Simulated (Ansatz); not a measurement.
GeH2MeF (CH₅FGe). The state is a triplet with charge 0. Geometry r2SCAN-D4/def2-TZVP, that of the neutral singlet; atoms count from 1.

```xyz
8

Ge    0.058    0.117   -0.887
H    -0.033    1.575   -1.360
H    -0.828   -0.811   -1.730
C    -0.190   -0.095    1.022
H    -1.193    0.223    1.314
H     0.541    0.511    1.558
H    -0.057   -1.140    1.300
F     1.702   -0.380   -1.218
```

At PBE0-D4/def2-TZVP a singlet of charge 0 lies 7.49 eV below the triplet at the same geometry.

Problem. Estimate the Mulliken populations from the PBE0/def2-TZVP orbitals of Ansatz.

Solution. 
| atom | charge (e) | spin (α − β) |
| --- | --- | --- |
| Ge1 | -0.20 | 1.22 |
| H2 | 0.07 | 0.06 |
| H3 | 0.08 | 0.06 |
| C4 | -0.29 | 0.41 |
| H5 | 0.19 | 0.03 |
| H6 | 0.19 | 0.02 |
| H7 | 0.19 | 0.01 |
| F8 | -0.22 | 0.19 |
Mulliken values depend strongly on the basis.

Problem. Where does the spin sit?

Solution. Summed by element: Ge 1.22, H 0.18, C 0.41, F 0.19, of 2 unpaired in all. Largest on single atoms: Ge1 1.22, C4 0.41, F8 0.19.

Problem. And the Mayer bond orders between heavy atoms (over 0.3)?

Solution. Ge1–C4 0.55 (1.94 Å); Ge1–F8 0.76 (1.75 Å).
